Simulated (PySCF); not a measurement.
CH2O, charge +1, doublet, at a GFN2-xTB geometry (a state made from the parent by changing its charge; the spin is typed, not shown lowest). Base run: TPSS/cc-pVTZ (PySCF).

PySCF was given this input:
```python
from pyscf import gto, scf, dft

mol = gto.M(
    atom='''
C    -0.479571    0.093360    0.004539
O     0.648787   -0.126302   -0.006141
H    -1.329667   -0.662769   -0.029395
H    -0.983201    1.113026    0.051286
''',
    basis='cc-pvtz',
    charge=1,
    spin=1,
    verbose=4,
)

mf = dft.UKS(mol)
mf.xc = 'tpss'
mf.kernel()
```

The base run was repeated with changes; each row names its change, and settings that it needs were set with it.

| change | ΔE vs base (µEh) | fitting functions |
|---|---|---|
| base | 0.0 | - |
| auxbasis = def2-universal-jfit | -83.2 | 120 |
| auxbasis = cc-pvqz-jkfit | -7.7 | 314 |
| auxbasis = def2-universal-jkfit | -48.4 | 188 |
| auxbasis = even-tempered beta=2.0 | -3.6 | 392 |
| auxbasis = even-tempered beta=1.6 | -1.4 | 550 |
| auxbasis = cc-pvdz-jkfit | -28.2 | 186 |
| auxbasis = cc-pvtz-ri | -167 | 222 |
| auxbasis = cc-pvtz-jkfit | -16.4 | 218 |
| auxbasis = def2-svp-ri | -7648 | 124 |

A fitting set is made for a task (jfit for Coulomb, jkfit for Coulomb and exchange, ri for correlation) and for a family of orbital bases.

Open shells are given as the SCF converged; they aren't shown to be the lowest states, and a large step between rows can be another state.
